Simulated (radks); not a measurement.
Species: the nitrogen ion N2+. Configuration: [He] 2s2 2p1.

Method: scalar-relativistic Kohn-Sham, SCAN, spin-polarised, spherical densities, finite nucleus; open shells are filled with parallel spins first; meta-GGA in the generalised Kohn-Sham scheme; Fermi nuclear charge, rms radius 2.5582 fm; computed with a radial shooting solver on a logarithmic mesh with Libxc functionals.

Energy parts (hartree):
| part | energy |
|---|---|
| total | -52.93689 |
| kinetic | 52.88411 |
| electron-nucleus | -118.40956 |
| Hartree | 18.35181 |
| exchange-correlation | -5.76326 |

Orbitals (lengths in bohr, moments of r in powers of bohr; <r^-3> diverges for s and p1/2; r(90%) holds 90 % of the orbital's charge):
| orbital | occ. | eigenvalue (hartree) | <1/r> | r(90%) | <r^4> | <r^-3> |
|---|---|---|---|---|---|---|
| 1s up | 1 | -15.76572 | 6.650 | 0.410 | 0.01328 | - |
| 1s down | 1 | -15.72787 | 6.664 | 0.409 | 0.01303 | - |
| 2s up | 1 | -1.88926 | 1.244 | 1.81 | 4.475 | - |
| 2s down | 1 | -1.76976 | 1.213 | 1.85 | 4.907 | - |
| 2p up | 1 | -1.41886 | 1.146 | 1.86 | 5.030 | 4.718 |

The highest occupied level is 2p up at -38.609 eV. Summed over all electrons, <r^2> = 4.968 bohr^2, which gives a Langevin (diamagnetic) susceptibility term of -3.93 x 10^-6 cm^3/mol.

Empty levels of this run are not shown, since the potential may be unsettled where no density lies.
